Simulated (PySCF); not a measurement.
3-methylbut-1-ene (C5H10), SMILES C=CC(C)C.

Geometry: PBE0-D3(BJ)/def2-SVP. One conformer was computed; it need not be the lowest.

Two levels are set side by side: TDA-PBE/def2-SVPD (PySCF) and TDA-CAM-B3LYP/def2-SVPD (PySCF). Vertical, same geometry. The lowest singlet is HOMO→LUMO+1 87 % with PBE and HOMO→LUMO 48 %, HOMO→LUMO+1 32 %, HOMO→LUMO+3 16 % with the other functional; states are paired by order. Differences are taken from unrounded values.

```
quantity                               TDA-PBE
-------------------------------------  -------
lowest singlet excitation (eV)            6.40
lowest triplet excitation (TDA) (eV)      4.52
first bright state (f over 0.05) (eV)     7.22
its oscillator strength                   0.12
```

**Question.** These are the TDA-PBE values. What does TDA-CAM-B3LYP give? (The exact figures need the calculation; the answer reports its results.)

**Answer.** 
```csv
quantity,TDA-CAM-B3LYP,TDA-PBE minus TDA-CAM-B3LYP
lowest singlet excitation (eV),7.23,-0.84
lowest triplet excitation (TDA) (eV),4.42,0.11
first bright state (f over 0.05) (eV),7.23,-0.02
its oscillator strength,0.06,0.06
```

A lower first singlet is the usual sign of a functional without exact exchange. Differences between two approximate levels are no errors against the true value.

Rough cost on one machine, each run with all the roots and properties that it gave: TDA-CAM-B3LYP against TDA-PBE about 4 times.
